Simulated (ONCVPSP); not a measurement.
# Dy: one change to an ONCV potential, before and after

```json
{"Element": "Dy", "Generator": "ONCVPSP 4.0.1", "Type": "optimised norm-conserving Vanderbilt (ONCV)", "Functional": "revPBE", "Relativity": "scalar-relativistic", "Frozen core": "[Kr] 4d10 4f9", "Valence charge": "11", "Reference configuration": "5s2 5p6 5d1 (charge +2)", "Partial waves": "5s: rc 1.90 bohr, ncon 4, nbas 8, qcut 6.6 1/bohr, 2 projectors, debl 2.6 Ha; 5p: rc 2.35 bohr, ncon 4, nbas 8, qcut 6.1 1/bohr, 2 projectors, debl 2.5 Ha; 5d: rc 2.85 bohr, ncon 5, nbas 9, qcut 5.1 1/bohr, 2 projectors, debl 2.3 Ha; f scattering state at 0.35 Ha: rc 1.90 bohr, ncon 4, nbas 7, qcut 5.9 1/bohr, local", "Local potential": "the f channel", "Core correction": "polynomial model core, fcfact 0.25"}
```

All-electron outer shells of the reference configuration (revPBE, scalar-relativistic, ld1.x):

```tsv
shell	level (eV)	outermost node (bohr)	outermost maximum (bohr)
5p	-42.47	0.67	1.30
4f	-23.17	–	0.53
5d	-15.07	0.76	1.82
```

Change: f: nproj 1; local potential polynomial inside 1.60 bohr (lpopt 5, dvloc0 4 Ha).

Cutoffs: the cutoffs (Ha) at which the residual kinetic energy of the hardest occupied pseudo-wave falls to 1 and 0.1 mHa per electron; they do not see the model core or the augmentation charge, which bear on the density cutoff. Errors are all-electron minus pseudo energies relative to the spin-unpolarised reference configuration.

Question: What does the change do?

Answer: The potential gets neither clearly harder nor softer (15 Ha and 18 Ha → 15 Ha and 18 Ha); the bound ghosts move from s to f; the lowest positive-energy flag moves from p at 27.4 eV to none; of the 4 tests that both files solve, the error grows in 0 and shrinks in 2 by more than 15 % and 0.3 meV (median size 16.8 → 14.3 meV). In the separable form a ghost depends on how the local part lies against the semilocal potential of the channel, so the choice of the local part can create or remove one.

```tsv
quantity	base	changed
cutoff, loose	15 Ha	15 Ha
cutoff, tight	18 Ha	18 Ha
bound ghosts	s	f
GHOST(+) flags under 300 eV	p at 27.4 eV	none
error for 5s2 5p6 5d1 6s2, meV [ΔE -19.05 eV]	-13	-10
error for 5s2 5p6 5d1 6s1, meV [ΔE -12.28 eV]	-4.6	-3.0
error for 5s2 5p6 5d0, meV [ΔE 19.83 eV]	-55	-56
error for 5s2 5p6 5d1.5 6s1.5, meV [ΔE -18.04 eV]	-21	-19
s: phases at 1.93 bohr within 0.05 rad from the reference energy up to (Ha; the scan ends near 5)	to the end of the scan	to the end of the scan
p: phases at 2.38 bohr within 0.05 rad from the reference energy up to (Ha; the scan ends near 5)	4.6	4.5
d: phases at 2.90 bohr within 0.05 rad from the reference energy up to (Ha; the scan ends near 5)	4.1	4.2
f: phases at 1.93 bohr within 0.05 rad from the reference energy up to (Ha; the scan ends near 5)	0.6	0.7
rms error of d²Exc/dni dnj with the model core, mHa	0.39	0.39
```

Base: The cutoffs count occupied waves only; projector 1 of the f channel, the hardest unoccupied one, needs 48 Ha at the loose tolerance. Changed file: The cutoffs count occupied waves only; projector 1 of the f channel, the hardest unoccupied one, needs 48 Ha at the loose tolerance. A true bound ghost makes a file unfit for plane-wave use even where its test errors are small: the radial tests pick states by their node count and pass the ghost by.
